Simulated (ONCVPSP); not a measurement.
## u(r) = r·R(r): atom against pseudo-atom (potassium (K))

Columns: radius, all-electron u(r) and pseudo u(r) of the 3p shell (level -18.81 eV) of potassium in the configuration [Ne] 3s2 3p6 4s1; PBE, scalar-relativistic, ONCV scheme, ONCVPSP 4.0.1.

| r (bohr) | all-electron | pseudo |
| --- | --- | --- |
| 0.095 | -0.2579 | 0.0163 |
| 0.190 | -0.4295 | 0.0637 |
| 0.285 | -0.3709 | 0.1384 |
| 0.380 | -0.1777 | 0.2344 |
| 0.475 | 0.0608 | 0.3446 |
| 0.570 | 0.2916 | 0.4607 |
| 0.665 | 0.4890 | 0.5739 |
| 0.760 | 0.6448 | 0.6763 |
| 0.855 | 0.7586 | 0.7614 |
| 0.950 | 0.8335 | 0.8255 |
| 1.045 | 0.8752 | 0.8669 |
| 1.140 | 0.8900 | 0.8856 |
| 1.235 | 0.8841 | 0.8831 |
| 1.330 | 0.8626 | 0.8626 |
| 1.425 | 0.8302 | 0.8302 |
| 1.520 | 0.7902 | 0.7902 |
| 1.615 | 0.7457 | 0.7457 |
| 1.710 | 0.6987 | 0.6987 |
| 1.805 | 0.6509 | 0.6509 |
| 1.900 | 0.6034 | 0.6034 |
| 1.995 | 0.5572 | 0.5572 |
| 2.090 | 0.5128 | 0.5128 |
| 2.185 | 0.4706 | 0.4706 |
| 2.280 | 0.4308 | 0.4308 |
| 2.375 | 0.3937 | 0.3937 |
| 2.470 | 0.3590 | 0.3591 |

**Question.** How many radial nodes do the two functions have?

**Answer.** The all-electron 3p function has n − l − 1 = 1; the pseudo-wave has 0, since the states of the same l below it are removed with the core.

**Question.** At about which radius was the pseudo-wave matched?

**Answer.** 1.35 bohr, where the columns begin to agree (steps of 0.10 bohr).

**Question.** Where does each function peak?

**Answer.** Outermost all-electron maximum near 1.14 bohr, pseudo maximum near 1.14 bohr (to the table’s step).

**Question.** Is the pseudo-wave norm-conserving?

**Answer.** Yes: the ONCV scheme keeps the norm inside the radius equal to the all-electron one, which fixes the energy derivative of the logarithmic derivative at the level.
